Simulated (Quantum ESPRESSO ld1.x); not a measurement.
Species: the oxygen ion O4+. Configuration: [He] 2s1 7s1 (not the ground configuration). Method: scalar-relativistic Kohn-Sham, LDA (Slater exchange, Perdew-Zunger correlation), spin-polarised, spherical densities, point nucleus; open shells are filled with parallel spins first; computed with ld1.x of Quantum ESPRESSO 7.5.

X-ray form factor f0, the Fourier transform of the density (f0(0) = 4):

| sin(theta)/lambda (1/angstrom) | f0 (electrons) |
|---|---|
| 0.05 | 2.962 |
| 0.1 | 2.920 |
| 0.15 | 2.860 |
| 0.2 | 2.734 |
| 0.25 | 2.609 |
| 0.3 | 2.467 |
| 0.4 | 2.212 |
| 0.5 | 1.982 |
| 0.6 | 1.808 |
| 0.8 | 1.566 |
| 1 | 1.391 |
| 1.25 | 1.192 |
| 1.5 | 1.001 |
| 2 | 0.672 |
